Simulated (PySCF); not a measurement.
Relaxation of singlet HgI₂

All numbers come from PySCF, BP86, basis Hg def2-TZVP with ECP60, I def2-TZVP with ECP28 (scalar-relativistic core potentials, no spin–orbit coupling, density fitting). A (50,194) grid was used.

A hand-made linear start, of D∞h symmetry, held to at least that symmetry:

Coordinates in bohr (charge 0 multiplicity 1):
```
Hg    0.0000    0.0000    0.0000
I     0.0000    0.0000    5.0267
I     0.0000    0.0000   -5.0267
```

Optimiser trace:
| step | E − E(last) (kJ/mol) | largest gradient (Eh/bohr) |
| --- | --- | --- |
| 0 | 2.44 | 0.00921 |
| 1 | 0.38 | 0.00375 |
| 2 | 0.00 | 0.00039 |
| 3 | 0.00 | 0.00001 |

It ends at D∞h with Hg–I 2.608 Å (×2); I–Hg–I 180.0° (after a last refinement on a finer grid). A frequency run shows a minimum. Other isomers or separated fragments may lie lower.

Final geometry:
```xyz
3
charge 0 multiplicity 1, angstrom
Hg    0.0000    0.0000    0.0000
I     0.0000    0.0000    2.6077
I     0.0000    0.0000   -2.6077
```

Spin–orbit coupling, left out here, can matter for elements this heavy.
